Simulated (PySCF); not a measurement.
**Spin states of SiAs⁺**

Unrestricted PBE0; Si pcseg-1, As pcseg-1; no relativity (PySCF 2.14). Outer shells of the fragments: Si+ 3s2 3p1; As 3d10 4s2 4p3.

Followed along the bond (rough minima from three points):

```csv
2Ms+1,unpaired,⟨S²⟩ at the start,R at minimum (Å),Te (eV)
3,π ↑↑,2.00,2.34,0.00
1,π ↑↓,1.00,2.35,0.28
3,"σ ↑, π ↑",2.12,2.19,0.48
1,"σ ↓, π ↑",1.15,2.19,0.66
1,none,0.00,2.36,1.07
```

Solutions found at the starting distance of 2.390 Å, counted from the lowest of them; the search is not exhaustive and high or unbound solutions are not listed, so other states can lie among these:

```csv
2Ms+1,unpaired,term,E (eV),⟨S²⟩,⟨Lz²⟩,μ (D)
3,π ↑↑,³Σ⁻,0.00,2.00,0.00,-3.76
1,π ↑↓,mixed,0.28,1.00,2.01,-3.63
3,"σ ↑, π ↑",³Π,0.71,2.12,1.00,-4.00
1,"σ ↓, π ↑",mixed,0.91,1.15,1.00,-4.08
1,none,mixed,1.06,0.00,2.00,-3.27
5,"σ ↑, π ↑↑↑",⁵Π,1.63,6.00,1.00,-3.10
3,"σ ↑, π ↑↑↓",mixed,2.22,3.01,3.02,-3.16
3,"σ ↓, π ↑↑↑",mixed,2.33,3.03,1.00,-2.87
3,π ↑↑,mixed,2.95,2.01,2.01,-0.78
5,"σ ↑↑, π ↑↑",⁵Σ⁻,4.84,6.00,0.00,-3.25
```

A term symbol is given only where ⟨S²⟩ and ⟨Lz²⟩ are close to those of a pure state; real π, δ and φ orbitals otherwise mix terms. A positive dipole points towards As; it is taken about the centre of mass and depends on that origin.

Spin–orbit coupling is left out.
